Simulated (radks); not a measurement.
The potassium anion K-, [Ar] 4s2, held by a Watson sphere: a shell of charge +1 at radius R that stands for the Madelung well of a crystal (potential energy -1/R inside, -1/r outside, in hartree with lengths in bohr). Method: non-relativistic Kohn-Sham, LDA (Slater exchange, Perdew-Wang correlation), spin-polarised, spherical densities, point nucleus; computed with a radial shooting solver on a logarithmic mesh with Libxc functionals. Response by self-consistent Sternheimer equations with the Hartree and adiabatic LDA kernel. The sphere does not respond.

R (bohr)  e(3s) (eV)  e(3p) (eV)  e(4s) (eV)  <r> 4s (bohr)  sum of <r^2> (bohr^2)  X-ray form factor at sin(theta)/lambda = 0.3 1/angstrom  alpha (bohr^3)
2.38         -37.808     -21.842      -3.690          4.186                  60.05                                                   10.981           171.1
3.46         -35.488     -19.542      -3.490          4.440                  65.10                                                   10.977           207.2
3.68         -35.222     -19.272      -3.428          4.509                  66.47                                                   10.977           218.9
4.75         -34.422     -18.453      -3.097          4.865                  73.95                                                   10.976           291.1
4.92         -34.343     -18.371      -3.043          4.920                  75.20                                                   10.976           304.6
5.27         -34.203     -18.228      -2.933          5.033                  77.80                                                   10.975           333.8

Estimate the row for R = 2.5 bohr.

Answer. e(3s) (eV) -37.439; e(3p) (eV) -21.483; e(4s) (eV) -3.678; <r> 4s (bohr) 4.203; sum of <r^2> (bohr^2) 60.45; X-ray form factor at sin(theta)/lambda = 0.3 1/angstrom 10.978; alpha (bohr^3) 173.2.
